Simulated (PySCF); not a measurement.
Input file for PySCF: R-HF/3-21G on CH5GaO (SMILES [CH3][GaH][OH]), a point of a bond scan (R = 1.884 Å).

```python
from pyscf import gto, scf, dft, mp
from pyscf.data.elements import chemcore

mol = gto.M(
    atom='''
    Ga   -0.20387702   -0.20087746   -0.18794731
    H    -1.30811200   -1.37770694   -1.16077464
    C     0.23367618    1.68484976   -0.52349908
    H     0.71008193    1.79959260   -1.49873918
    H     0.90792671    2.05496810    0.24752430
    H    -0.67239606    2.29332646   -0.52678867
    O     0.58916424   -0.88060294    1.28534330
    H     0.38327687   -1.80339226    1.46125511
    ''',
    basis='3-21g',
    charge=0, spin=0, verbose=3, max_memory=1800)
mf = scf.RHF(mol)
mf.conv_tol = 1e-8
mf.max_cycle = 100
mf.kernel()
if not mf.converged:
    mf = mf.newton().run(mf.mo_coeff, mf.mo_occ)
```

Q: What total energy does the run end on?

A: -2028.8673 hartree.
